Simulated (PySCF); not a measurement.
C2H5Zn, SMILES [Zn][CH2]C (connectivity only; charge and spin as stated), neutral, multiplicity 2. Atoms are numbered in the order given.

```xyz
8

Zn    -0.0763     0.9341     0.0000
C      0.6843    -1.0283     0.0000
C     -0.3996    -2.0940     0.0000
H      1.3251    -1.0633    -0.8966
H      1.3251    -1.0633     0.8966
H     -1.0502    -2.0237     0.8875
H     -1.0502    -2.0237    -0.8875
H      0.0300    -3.1140     0.0000
```
Charge 0, spin multiplicity 2.

Geometry: B3LYP-D3(BJ)/def2-SVP. The spin state was assumed, not searched. The isomer is the one that the SMILES or the coordinates give; other isomers of the formula were not compared.

These are PBE0/def2-TZVPD in PySCF values and carry that method's errors.

The molecule is in vacuum.

The total energy is -1858.24691 hartree. The point group comes out as Cs and the α spin, highest occupied and lowest empty level is -4.98 and -0.68 eV. The β spin, highest occupied and lowest empty level is -7.21 and -2.09 eV and the dipole moment is 0.097 e·Å. The quadrupole, principal values (traceless, Buckingham form, about the centre of nuclear charge) is -3.82, 1.52, 2.30 D·Å. The mean static polarisability is 73.7 bohr³ (10.93 Å³) and the polarisability, principal values is 61.5, 65.0, 94.7 bohr³. The ⟨S²⟩ comes out as 0.759 (pure state 0.75).
